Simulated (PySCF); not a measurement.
These 2 structures share the formula C3H12BN. Computed with PBE0-D3(BJ)/def2-SVP geometry optimisation, gas phase in PySCF. One conformer each; no zero-point energy, no entropy. No frequencies were run at this level. Point groups hold within 0.08 Å.

Question: Order them by energy at this level, lowest first, and give relative energies in kcal/mol.
A. `[BH3-:1][NH2+:2][CH2:3][CH2:4][CH3:5]` with B1–N2–C3–C4 178°, N2–C3–C4–C5 63°
B. `[CH3:1][CH:2]([CH3:3])[BH2-:4][NH3+:5]` with C1–C2–B4–N5 59°

Answer: B (0.0), A (7.2).

```
           SMILES      E (Eh)  E rel (kcal/mol)  dipole (D)  point group      A, B, C (MHz)
CC(C)[BH2-][NH3+]  -200.77099               0.0        5.34           C1   7145, 3083, 2396
  [BH3-][NH2+]CCC  -200.75946               7.2        6.04           C1  11521, 2317, 2134
```

How do the relative energies change in single points at PBE0/def2-SVPD (no added dispersion term) on the same geometries?

```
           SMILES  PBE0-D3(BJ)/def2-SVP (kcal/mol)  PBE0/def2-SVPD (kcal/mol)  shift
CC(C)[BH2-][NH3+]                              0.0                        0.0    0.0
  [BH3-][NH2+]CCC                              7.2                        7.6   +0.4
```

Each column counts from its own lowest isomer. The order is unchanged; the largest shift is 0.4 kcal/mol.

As an exercise, what shares would exp(−E/RT) give at 2000 K from these electronic energies alone (no entropy, no degeneracies)?

RT = 3.974 kcal/mol: CC(C)[BH2-][NH3+] 86.1 %, [BH3-][NH2+]CCC 13.9 %.
